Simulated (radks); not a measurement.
The numbers below are computed, except where a source is named.
Problem. Al II, configuration [Ne] 3s2. Level of theory: scalar-relativistic Kohn-Sham, PBEsol, spin-unpolarised, spherical densities, point nucleus (a radial shooting solver on a logarithmic mesh with Libxc functionals). Some entries of the table are withheld. Estimate them.

orbital,occ.,eigenvalue (Ry),<1/r> (bohr^-1)
1s,2,(1),12.61
2s,2,-8.53923,(2)
2p,6,(3),(4)
3s,2,-1.08591,0.5649
3p,0,-0.66344,(5)

Solution. 
(1) 1s eigenvalue (Ry): -111.4474
(2) 2s <1/r> (bohr^-1): 2.336
(3) 2p eigenvalue (Ry): -5.72444
(4) 2p <1/r> (bohr^-1): 2.209
(5) 3p <1/r> (bohr^-1): 0.4573
